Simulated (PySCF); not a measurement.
Mapped SMILES: `[CH3:1][CH2:2][P:3]1[CH2:4][CH2:5][CH:6]([CH3:7])[CH2:8][CH2:9]1`. Each H is labelled by its parent atom. Ha(C4), Ha(C5), Ha(C8), Ha(C9) are cis to C7 on the ring; Hb(C4), Hb(C5), Hb(C8), Hb(C9) are trans to C7 on the ring.

PySCF 2.14 calculation with structure optimised with GFN2-xTB and GIAO PBE0/pcSseg-1 shieldings; one conformer, in vacuum, equivalent nuclei averaged, non-relativistic.

Referencing at the same level of theory: ¹³C vs TMS.

Do the ¹³C shifts follow the atomic charges (in e)? Tabulate both.

## Answers


```
atoms  hybridisation  δ (ppm)  σ para (ppm)  Hirshfeld    IAO  Mulliken  ESP-fitted
   C6            sp3     38.7           -98      -0.02  -0.09     -0.36       +0.44
C5/C8            sp3     36.7           -99      -0.07  -0.25     -0.17       -0.25
C4/C9            sp3     33.0           -99      -0.12  -0.44     -0.40       -0.15
   C2            sp3     31.9          -100      -0.11  -0.43     -0.47       +0.07
   C7            sp3     25.7           -83      -0.12  -0.42     -0.18       -0.74
   C1            sp3     12.4           -71      -0.12  -0.41     -0.26       -0.26
```

Correlation coefficients of δ with charge over these carbons: Hirshfeld +0.66, IAO +0.59, Mulliken -0.25, ESP-fitted +0.49; with the paramagnetic shielding -0.94. With so few points these coefficients are fragile. Charge is one influence among several: hybridisation and low-lying excitations act through the paramagnetic term.

Shifts are as computed. Against solution values, carbons near 30 ppm lie about +3 ppm off and those near 130 ppm about +5 ppm. Of 1211 compounds with measured shifts, 218 miss one by over three times the rms of a fit or turn the order of signals round; such compounds aren't used in these exercises.
